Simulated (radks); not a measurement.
The numbers below are computed, except where a source is named.
Sr, 38 electrons, occupied as [Kr] 4d0.5 5s1.5 (fractional occupations, a model configuration). Code: a radial shooting solver on a logarithmic mesh with Libxc functionals. Model: non-relativistic Kohn-Sham, PBE, spin-polarised, spherical densities, point nucleus; open shells are filled with parallel spins first (spin-orbit coupling, left out, can overturn this in heavy ions); relativity is left out, which matters for an element this heavy.

Unscreened Slater integrals over Kohn-Sham orbitals (cm^-1). They are taken over the spin-up orbitals.

\begin{tabular}{lr}
integral & value \\ \hline
F0(4d,4d) & 57044 \\
F2(4d,4d) & 25634 \\
F4(4d,4d) & 15881 \\
F0(4d,5s) & 48319 \\
G2(4d,5s) & 17520 \\
F0(4d,4p) & 75783 \\
F2(4d,4p) & 29126 \\
G1(4d,4p) & 32303 \\
G3(4d,4p) & 19134 \\
F0(4d,4s) & 77650 \\
G2(4d,4s) & 20557 \\
F0(5s,5s) & 44402 \\
F0(5s,4p) & 56377 \\
G1(5s,4p) & 3517.4 \\
F0(5s,4s) & 56971 \\
G0(5s,4s) & 2100.6 \\
F0(4p,4p) & 125160 \\
F2(4p,4p) & 65533 \\
F0(4p,4s) & 132900 \\
G1(4p,4s) & 89607 \\
F0(4s,4s) & 142400 \\
\end{tabular}

Derived for the open shells (J is the average intra-shell exchange parameter used in DFT+U). 4d: Racah B = F2/49 - 5 F4/441 = 343.1 cm^-1, C = 35 F4/441 = 1260 cm^-1, C/B = 3.67, F4/F2 = 0.620, J = (F2 + F4)/14 = 2965 cm^-1.
